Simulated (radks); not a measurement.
Results of a calculation; reference values are marked as such.
How relativity changes the ionisation of neutral tellurium ([Kr] 4d10 5s2 5p4) to Te+ ([Kr] 4d10 5s2 5p3). Spin-unpolarised spherical Kohn-Sham, PBE, point nucleus unless stated (finite: rms radius 4.7423 fm), a radial shooting solver on a logarithmic mesh with Libxc functionals. A level marked "c x" has the speed of light scaled by that factor and shares open shells by 2j + 1; other Dirac levels either fill j = l - 1/2 first or share by 2j + 1.

| level | E(Te) (hartree) | E(Te+) (hartree) | IE (eV) | HOMO | <r> HOMO (bohr) |
|---|---|---|---|---|---|
| non-rel. | -6613.76831 | -6613.40910 | 9.775 | 5p | 2.689 |
| scalar-rel. | -6794.48165 | -6794.12412 | 9.729 | 5p | 2.672 |
| scalar-rel., finite nucleus | -6794.27307 | -6793.91553 | 9.729 | 5p | 2.672 |
| Dirac, 2j+1 shares | -6796.80309 | -6796.44479 | 9.750 | 5p3/2 | 2.715 |
| Dirac, low j first | -6796.82243 | -6796.47875 | 9.352 | 5p3/2 | 2.723 |
| Dirac, 2j+1 shares, finite nucleus | -6796.59382 | -6796.23552 | 9.750 | 5p3/2 | 2.715 |
| Dirac, c x 0.85 | -6874.82687 | -6874.46864 | 9.748 | 5p3/2 | 2.728 |
| Dirac, c x 1.25 | -6727.80812 | -6727.44960 | 9.756 | 5p3/2 | 2.705 |
| Dirac, c x 10 | -6615.47300 | -6615.11380 | 9.774 | 5p3/2 | 2.689 |

NIST Atomic Spectra Database: 9.010 eV (measured). The relativistic part of the total energy of Te is -182.8 hartree (Dirac, 2j+1 shares, finite nucleus), 2.8 % of the non-relativistic value. Spin polarisation and multiplet splitting of open shells are left out at every level.

Beside tabulated values, note that relativity, absent from the non-relativistic runs, is large for the heavy elements, and spin-unpolarised runs miss the spin-polarisation part of the exchange energy of open shells.
